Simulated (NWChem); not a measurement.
[SiH3][Se]Cl (SiH₃SeCl), optimised at PBE0/def2-SVP with NWChem:

```
Property                           Result
---------------------------------  ------
highest occupied level (eV)         -6.95
orbital gap (eV)                     4.55
dipole (D)                           1.80
highest harmonic frequency (cm⁻¹)    2263
zero-point energy (kcal/mol)         16.8
```

This build's default masses of Se (78.918 u) and Br (79.917 u) are each other's, which moves their modes by up to 0.6 %.

Question: One Se atom is replaced by Zn, giving [Cl][Zn][SiH3] (ZnSiH3Cl), optimised at the same level. How do these values move?

Answer: 
| quantity | new value | change |
|---|---|---|
| highest occupied level (eV) | -8.16 | -1.21 |
| orbital gap (eV) | 7.67 | +3.12 |
| dipole (D) | 1.99 | +0.19 |
| highest harmonic frequency (cm⁻¹) | 2226 | -37 |
| zero-point energy (kcal/mol) | 16.0 | -0.8 |
